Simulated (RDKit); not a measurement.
Job for RDKit: UFF on CH4N2 (a complex).

```python
from rdkit import Chem
from rdkit.Chem import AllChem, rdDetermineBonds

blocks = [
'''4

N    -0.31427800    0.02623652    0.01268526
H    -1.18799914    0.43655034   -0.29924487
H     0.43631362    0.58911489   -0.37307976
H    -0.24708554   -0.89372789   -0.40943434
''',
'''3

C    -0.15601096   -0.11744295    3.16396763
N    -0.09994427   -0.16829263    4.30914887
H    -0.20946590   -0.06909906    2.08000675
''',
]
mol = None
for b in blocks:
    f = Chem.MolFromXYZBlock(b)
    rdDetermineBonds.DetermineBonds(f, charge=0)
    mol = f if mol is None else Chem.CombineMols(mol, f)
Chem.SanitizeMol(mol)
print(Chem.MolToSmiles(Chem.RemoveHs(mol)))
ff = AllChem.UFFGetMoleculeForceField(mol, vdwThresh=100.0, ignoreInterfragInteractions=False)
e = ff.CalcEnergy()
print(f'UFF energy {e:.6f} kcal/mol')
```

It printed:

```
C#N.N
UFF energy 12.302085 kcal/mol
```

The run finished.

Cost: roughly 0.04 core-seconds.
